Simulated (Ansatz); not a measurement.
# What each rung costs, and what it gives

Saddle point of Si2H5F3, singlet (SiHF₃ ([F][SiH]([F])[F]) + SiH₄ → Si₂H₄F₂ ([F][SiH]([F])[SiH3]) + HF; bonds formed: Si1–Si7, F2–H6; bonds broken: Si1–F2, H6–Si7), PBE0-D4/def2-TZVP structure:

```xyz
10
angstrom
Si -0.2587 -1.1791 -0.0382
F 1.5747 -1.0555 -0.5942
F -1.7428 -0.7166 0.4052
F 0.1899 -1.9923 1.2428
H -0.5519 -1.9319 -1.2596
H 1.0516 -0.0353 -0.3477
Si -0.0093 1.3914 0.1019
H -0.4173 1.5610 1.5134
H 1.2301 2.1721 -0.1680
H -1.0660 1.7863 -0.8556
```

Barriers are electronic and count from the start structure reached by relaxing down the imaginary mode.

Computed with Ansatz 0.2.0 (basis: as named in each row); correlated methods freeze the cores. B3LYP uses VWN-RPA correlation. Extrapolation: Hartree–Fock as exp(−7.88 √X), correlation as X^−2.97.

Times are rough, for one single point on 8 threads of a shared host (Intel Xeon Platinum 8259CL).

The estimate by CCSD(T) at an estimated basis limit (MP2 extrapolated from triple and quadruple zeta, plus CCSD(T) − MP2 in triple zeta) is 75.41 kcal/mol.

| method | basis | time (s) | barrier (kcal/mol) | method less estimate |
| --- | --- | --- | --- | --- |
| HF | STO-3G | under 1 | 112.25 | 36.84 |
| PBE-D4 | STO-3G | under 1 | 51.24 | -24.17 |
| SPW92 | def2-SVP | under 1 | 46.49 | -28.91 |
| PBE-D4 | def2-SVP | under 1 | 55.17 | -20.24 |
| B3LYP-D4 | 6-31G | under 1 | 59.95 | -15.45 |
| PBE0-D4 | def2-SVP | under 1 | 62.67 | -12.74 |
| SPW92 | def2-TZVPP | under 1 | 51.37 | -24.04 |
| PBE-D4 | def2-TZVPP | 1 | 59.60 | -15.81 |
| BLYP-D4 | def2-TZVPP | 1 | 68.03 | -7.38 |
| B3LYP-D4 | def2-TZVPP | 2 | 72.98 | -2.43 |
| BHLYP-D4 | def2-TZVPP | 2 | 80.99 | 5.58 |
| PBE0-D4 | def2-TZVPP | 2 | 66.84 | -8.57 |
| CAM-B3LYP-D4 | def2-TZVPP | 2 | 74.58 | -0.83 |
| r2SCAN-D4 | def2-TZVPP | 2 | 67.03 | -8.37 |
| wB97M-V | def2-SVP | 2 | 67.66 | -7.75 |
| CCSD(T) | def2-SVP | 2 | 77.11 | 1.70 |
| r2SCAN0-D4 | def2-TZVPP | 2 | 71.76 | -3.64 |
| RPA on PBE | def2-TZVPP | 2 | 76.20 | 0.79 |
| B2PLYP | def2-TZVPP | 3 | 75.72 | 0.32 |
| PBE-QIDH | def2-TZVPP | 3 | 73.32 | -2.09 |
| B97M-V | def2-TZVPP | 3 | 72.11 | -3.30 |
| wB97X-V | def2-TZVPP | 4 | 72.47 | -2.93 |
| wB97M-V | def2-TZVPP | 4 | 72.40 | -3.01 |
| MP2 | def2-QZVPP | 11 | 75.61 | 0.21 |
| CCSD(T) | def2-TZVPP | 45 | 76.64 | 1.24 |

All methods are single points on the PBE0-D4 structures.

No T1 diagnostic of these runs exceeds 0.014.

Labels in which every atom is bracketed show which atoms are joined, not bond orders.
